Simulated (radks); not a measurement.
Excited configurations of Pm I: one electron is placed in a higher orbital outside [Xe] 4f5 6s1. The ground configuration is [Xe] 4f5 6s2. Calculated with a radial shooting solver on a logarithmic mesh with Libxc functionals: Dirac Kohn-Sham, PBE, spin-unpolarised, spherical densities, point nucleus; open shells are shared between the two j in proportion to 2j + 1. Excitation = E - E(ground); binding = E(ion) - E, where the ion is the core of charge +1; n* = 1/sqrt(2 binding) in atomic units, and the quantum defect is n - n*. Eigenvalue and <r> are those of j = l + 1/2.

outer orbital  excitation (eV)  binding (eV)  quantum defect  eigenvalue (eV)  <r> (bohr)
5d                       1.854         4.021           3.160           -1.152       3.769
5f                       4.943         0.932           1.179           -0.427       16.74
6p                       2.376         3.498           4.028           -1.723       5.930
6d                       4.388         1.486           2.975           -0.716       11.58
6f                       5.219         0.656           1.445           -0.367       28.17
7s                       3.770         2.105           4.457           -1.254       10.34
7p                       4.312         1.563           4.050           -0.896       13.27
7d                       4.943         0.931           3.178           -0.531       21.25
7f                       5.395         0.480           1.677           -0.293       41.89

The Delta-SCF ionisation energy is 5.875 eV (NIST Atomic Spectra Database: 5.582 eV, measured). Self-interaction in the functional shifts the binding energies and quantum defects, so they are the method's values and not measured ones. Spin polarisation and multiplet splitting are left out, so open shells lie too high by an amount that depends on their filling. Sharing an open shell by 2j + 1 raises it above the true ground level by a part of the spin-orbit splitting, which enters the differences from NIST.

Beside tabulated values, note that spin-unpolarised runs miss the spin-polarisation part of the exchange energy of open shells.
